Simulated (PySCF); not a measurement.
C4H8GeOSi.
Cartesian coordinates in Å at the PBE0-D3(BJ)/def2-SVP level; atoms count from 1:
```xyz
15
C4H8GeOSi angstrom
C     -1.8934    0.7399   -0.5256
C     -2.0472    0.4678    0.9427
O     -3.0882    0.6227    1.5394
Si    -0.5561   -0.1805    2.0059
C      0.9957   -0.2157    1.0285
C      1.9950   -0.2048    0.3203
Ge     3.5514   -0.1842   -0.7764
H     -2.8547    1.0514   -0.9573
H     -1.5119   -0.1588   -1.0374
H     -1.1330    1.5236   -0.6777
H     -0.9009   -1.5568    2.4636
H     -0.4046    0.7251    3.1783
H      3.8672    1.2724   -1.1457
H      3.2663   -1.0037   -2.0431
H      4.7161   -0.8019    0.0092
```

Level of theory: core-valence-separated Tamm–Dancoff BHandHLYP/aug-pcX-1 (pcseg-1 on H, def2-SVPD on Si, def2-SVPD on Ge) in PySCF, non-relativistic, gas phase, PBE0-D3(BJ)/def2-SVP geometry. The energies are unshifted.

The lowest roots of each edge with f over 0.003 (five at most, numbered afresh; weaker and dark ones are left out), with transition dipoles (au) in the frame of the coordinates:

```json
{"root": "1", "edge": "C", "E (eV)": "282.55", "μx": "0.0474", "μy": "-0.0288", "μz": "0.0701"}
{"root": "2", "edge": "C", "E (eV)": "282.58", "μx": "-0.0162", "μy": "-0.0838", "μz": "-0.0237"}
{"root": "3", "edge": "C", "E (eV)": "282.72", "μx": "-0.0443", "μy": "0.0256", "μz": "-0.0626"}
{"root": "4", "edge": "C", "E (eV)": "282.77", "μx": "0.0143", "μy": "0.0771", "μz": "0.0215"}
{"root": "5", "edge": "C", "E (eV)": "282.87", "μx": "0.0269", "μy": "0.0993", "μz": "0.0211"}
{"root": "6", "edge": "O", "E (eV)": "528.25", "μx": "-0.0160", "μy": "-0.0597", "μz": "-0.0124"}
{"root": "7", "edge": "O", "E (eV)": "533.75", "μx": "-0.0165", "μy": "0.0053", "μz": "-0.0052"}
{"root": "8", "edge": "O", "E (eV)": "534.31", "μx": "0.0073", "μy": "-0.0068", "μz": "0.0145"}
```

Task: What are the oscillator strengths?

Result: f = (2/3) ΔE |μ|², with ΔE in hartree (27.2114 eV):

```csv
root,ΔE (Eh),|μ|² (au),f,core hole on
1,10.3836,0.007990,0.055,C5
2,10.3845,0.007847,0.054,C5
3,10.3896,0.006537,0.045,C6
4,10.3918,0.006611,0.046,C6
5,10.3951,0.011029,0.076,C2
6,19.4129,0.003974,0.051,O3
7,19.6148,0.000327,0.004,O3
8,19.6355,0.000310,0.004,O3
```

Task: Molecules are fixed in this frame and the field points along (1, 0, −1)/√2. What effective strengths 3 f cos²θ do the roots have (θ between field and μ)?

Result: root 1 (C5): 0.005, root 2 (C5): 0.001, root 3 (C6): 0.003, root 4 (C6): 0.001, root 5 (C2): 0.000, root 6 (O3): 0.000, root 7 (O3): 0.002, root 8 (O3): 0.001. Root 1 is the strongest. Averaged over all orientations cos²θ is 1/3, which gives f back.

 Relativistic effects, spin–orbit coupling among them, are left out although an element past zinc is present.

One conformer stands for the species.
